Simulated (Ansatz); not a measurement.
B4F⁻ (the lowest singlet isomer of a short search) was relaxed with PBE-D4 (def2-SVPD) in Ansatz in these states: charge -1 quintet, charge -1 triplet. The geometries follow in no particular order.

A:

Cartesian coordinates in Å:
```
B -0.1023 -0.7914 -0.1222
B -0.4065 0.7070 -0.6606
B 0.2407 1.8627 0.2878
B 0.5438 0.3548 0.8246
F -0.2756 -2.1331 -0.3295
```

B:

```csv
atom,x (Å),y (Å),z (Å)
B1,0.1144,0.9368,0.1026
B2,-0.4708,-0.5467,0.6731
B3,-0.8212,-1.7557,-0.4056
B4,0.0748,-0.4435,-0.8783
F5,1.1028,1.8092,0.5082
```

Task: Judge from the bond lengths which geometry belongs to which state (an estimate).

Result: A is the charge -1 triplet (B2–B4 1.798 Å, B1–B2 1.621 Å, B1–B4 1.621 Å); B is the charge -1 quintet (B2–B4 1.648 Å, B1–B2 1.694 Å, B1–B4 1.694 Å).

At PBE-D4/def2-SVPD the highest occupied level of the charge -1 triplet lies above zero (up to 0.61 eV). It is a level of α spin, whose loss leaves a doublet; that state wasn't run at this geometry and level. The electron is either unbound and held by the finite basis, or the level is raised by self-interaction error. At PBE-D4/def2-SVPD the highest occupied level of the charge -1 quintet lies above zero (up to 1.44 eV). It is a level of α spin, whose loss leaves a quartet; that state wasn't run at this geometry and level. The electron is either unbound and held by the finite basis, or the level is raised by self-interaction error. At PBE0-D4/def2-TZVPD a broken-symmetry singlet lies 0.63 eV below the charge -1 triplet. At PBE0-D4/def2-TZVPD a broken-symmetry singlet lies 2.83 eV below the charge -1 quintet. These are the stationary points nearest to one start from a short search; other shapes may lie lower in each state.
